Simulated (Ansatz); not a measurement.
Reaction (ligand exchange at the Si–C bond): `CC[SiH2]CS` + H–F → `F[SiH2]CS` + `CC`

Isolated molecules relaxed with PBE0-D4/def2-TZVP in Ansatz; ΔE leaves out vibrations. CBS: MP2 limit from def2 TZ/QZ plus the TZ coupled-cluster correction, frozen cores. This one scheme is used for every species. DFT in def2-TZVPP. B3LYP here is the variant with VWN-RPA as its local correlation; programs differ in this. Each species was taken in one conformer, which may not be the lowest.

(1) Is it downhill or uphill in electronic energy at CCSD(T)/CBS, and by how much? (Best estimate.)

(2) What do these levels give: r2SCAN-D4, PBE0-D4, ωB97X-V, B2PLYP, PBE0, B3LYP, HF/def2-TZVPP, CCSD(T)/def2-TZVPP, HF/def2-QZVPP, MP2/def2-QZVPP, SCS-MP2/def2-QZVPP, HF/CBS(def2)? (An estimate is asked.)

Largest T1 diagnostic among the species: 0.011.

Results:

(1) Computed: Downhill: ΔE = -140.1 kJ/mol.

(2) Computed: r2SCAN-D4 -148.1, PBE0-D4 -135.0, ωB97X-V -146.4, B2PLYP -155.4, PBE0 -143.6, B3LYP -162.0, HF/def2-TZVPP -176.4, CCSD(T)/def2-TZVPP -140.8, HF/def2-QZVPP -178.1, MP2/def2-QZVPP -139.1, SCS-MP2/def2-QZVPP -147.8, HF/CBS(def2) -178.4 kJ/mol.

The D4 term adds +14.7 kJ/mol with B3LYP and +8.6 kJ/mol with PBE0; it sums over pairs of atoms, weighted by their polarisabilities, and B3LYP, whose exchange is more repulsive, gets the larger term. In def2-TZVPP, CCSD(T) changes the Hartree–Fock value by +35.5 kJ/mol (the triples alone add +4.9 kJ/mol) and MP2 by +37.4 kJ/mol.
